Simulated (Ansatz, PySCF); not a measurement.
This singlet lies 1.74 eV below the relaxed triplet at the level frozen-core CCSD(T)/aug-cc-pVDZ // PBE0-D3(BJ)/def2-TZVPD (Ansatz, a program for electronic structure).

Cartesian coordinates (Å):
SMILES: [OH][Al-][SH]
```xyz
5

O     -1.4816     0.0239     0.6868
Al    -0.4537    -1.4183     0.5985
S      1.6824    -0.3859     0.1585
H     -1.0521     0.8725     0.5563
H      1.3051     0.9079     0.1422
```
Charge -1, spin multiplicity 1.

What is the computed HOMO and total energy (PBE0-D3(BJ)/def2-TZVPD run with PySCF)?


| Quantity | Value |
|---|---|
| HOMO | -0.40 eV |
| total energy | -19507.65 eV |
